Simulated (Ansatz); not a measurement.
The cluster Si5F3. Total charge 0; doublet. Geometry B3LYP-D4/def2-SVP.

```xyz
8

Si   -0.2048    0.4743    0.0616
Si    1.2760   -0.3641   -1.5490
Si   -0.3043    0.9289    2.2934
Si   -1.0534    2.5060    0.9796
Si   -0.7082   -1.2361   -1.4575
F     0.0368    0.3000    3.7551
F     2.7834   -0.2899   -2.1533
F    -1.8255   -2.3191   -1.9298
```

Another isomer (doublet) lies 1.71 eV lower at PBE0-D4/def2-TZVP; other spin states weren't run for this one.

Problem. Estimate the α-spin orbital energies around the gap (eV) in Ansatz with PBE-D4/def2-TZVP, r2SCAN-D4/def2-TZVP, B97M-V/def2-TZVP, PBE0-D4/def2-TZVP, r2SCAN0-D4/def2-TZVP.

Solution. 
```tsv
orbital	PBE-D4/def2-TZVP	r2SCAN-D4/def2-TZVP	B97M-V/def2-TZVP	PBE0-D4/def2-TZVP	r2SCAN0-D4/def2-TZVP
HOMO−9	-11.04	-11.56	-11.59	-13.12	-13.51
HOMO−8	-10.93	-11.46	-11.47	-13.03	-13.42
HOMO−7	-10.87	-11.39	-11.41	-12.95	-13.34
HOMO−6	-9.58	-9.93	-9.91	-11.02	-11.23
HOMO−5	-8.56	-8.86	-8.84	-9.80	-9.98
HOMO−4	-8.05	-8.30	-8.31	-9.15	-9.30
HOMO−3	-6.68	-6.93	-6.89	-7.69	-7.84
HOMO−2	-6.24	-6.47	-6.42	-7.22	-7.36
HOMO−1	-5.73	-5.88	-5.84	-6.52	-6.62
HOMO	-5.00	-5.26	-5.09	-5.92	-6.10
LUMO	-2.85	-2.73	-2.64	-2.15	-2.09
LUMO+1	-2.84	-2.66	-2.54	-2.02	-1.94
LUMO+2	-2.62	-2.45	-2.33	-1.83	-1.74
LUMO+3	-2.46	-2.31	-2.22	-1.73	-1.64
LUMO+4	-2.06	-1.93	-1.84	-1.30	-1.23
LUMO+5	-1.74	-1.52	-1.41	-0.98	-0.89
β HOMO	-5.63	-5.81	-5.75	-6.43	-6.55
β LUMO	-4.33	-4.21	-4.31	-3.72	-3.60
```
